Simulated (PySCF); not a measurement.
H$_{4}$Sn (SMILES [SnH4]), singlet, geometry from GFN2-xTB (such geometries of metal compounds can be far from the true shape) (core potentials on Sn). Base run: B3LYP/def2-TZVP (PySCF).

The PySCF input:
```python
from pyscf import gto, scf, dft

mol = gto.Mole()
mol.atom = '''
    Sn    0.000000   -0.000000   -0.000000
    H    -1.092443    1.126904   -0.470603
    H     0.231785   -1.076256   -1.213574
    H    -0.560183   -0.783687    1.325459
    H     1.420841    0.733038    0.358718
'''
mol.basis = 'def2-tzvp'
mol.ecp = {'Sn': 'def2-tzvp'}
mol.charge = 0
mol.spin = 0
mol.verbose = 4
mol.build()

mf = dft.RKS(mol)
mf.xc = 'b3lyp'
mf.kernel()
mf.analyze()
```

The base run was repeated with changes; each row names its change, and settings that it needs were set with it.

```json
[
 {"change": "base", "basis functions": "74", "E (Eh)": "-216.74196", "HOMO (eV)": "-9.07", "HOMO-LUMO gap (eV)": "9.75"},
 {"change": "basis = x2c-TZVPall; relativity = none (without mol.ecp = {'Sn': 'def2-tzvp'})", "basis functions": "84", "E (Eh)": "-5910.39724", "HOMO (eV)": "-9.15", "HOMO-LUMO gap (eV)": "9.84"},
 {"change": "basis = x2c-TZVPall; relativity = spin-free X2C; nucleus = Gaussian (with mol.nucmod = 'G'; without mol.ecp = {'Sn': 'def2-tzvp'})", "basis functions": "84", "E (Eh)": "-6178.94712", "HOMO (eV)": "-9.08", "HOMO-LUMO gap (eV)": "9.90"},
 {"change": "basis = jorge-DZP-DKH; relativity = spin-free X2C (without mol.ecp = {'Sn': 'def2-tzvp'})", "basis functions": "68", "E (Eh)": "-6173.91522", "HOMO (eV)": "-9.33", "HOMO-LUMO gap (eV)": "9.56"},
 {"change": "basis = ANO-RCC-VDZP; relativity = none (without mol.ecp = {'Sn': 'def2-tzvp'})", "basis functions": "63", "E (Eh)": "-5856.66114", "HOMO (eV)": "-9.45", "HOMO-LUMO gap (eV)": "10.24"},
 {"change": "basis = x2c-TZVPall; relativity = spin-free X2C (without mol.ecp = {'Sn': 'def2-tzvp'})", "basis functions": "84", "E (Eh)": "-6179.08885", "HOMO (eV)": "-9.08", "HOMO-LUMO gap (eV)": "9.90"},
 {"change": "basis = jorge-DZP-DKH; relativity = spin-free X2C; nucleus = Gaussian (with mol.nucmod = 'G'; without mol.ecp = {'Sn': 'def2-tzvp'})", "basis functions": "68", "E (Eh)": "-6173.77269", "HOMO (eV)": "-9.33", "HOMO-LUMO gap (eV)": "9.56"},
 {"change": "basis = jorge-DZP-DKH; relativity = none (without mol.ecp = {'Sn': 'def2-tzvp'})", "basis functions": "68", "E (Eh)": "-5967.73086", "HOMO (eV)": "-9.43", "HOMO-LUMO gap (eV)": "10.15"},
 {"change": "basis = ANO-RCC-VDZP; relativity = spin-free X2C (without mol.ecp = {'Sn': 'def2-tzvp'})", "basis functions": "63", "E (Eh)": "-6178.94111", "HOMO (eV)": "-9.13", "HOMO-LUMO gap (eV)": "9.24"},
 {"change": "basis = ANO-RCC-VDZP; relativity = spin-free X2C; nucleus = Gaussian (with mol.nucmod = 'G'; without mol.ecp = {'Sn': 'def2-tzvp'})", "basis functions": "63", "E (Eh)": "-6178.77385", "HOMO (eV)": "-9.13", "HOMO-LUMO gap (eV)": "9.24"}
]
```

Totals shift with the method and basis; they matter in differences.

Basis sets contracted for a relativistic Hamiltonian are a mismatch without it, so the rows without relativity aren't non-relativistic limits. No row has spin-orbit coupling; sets with core potentials leave out the core electrons.
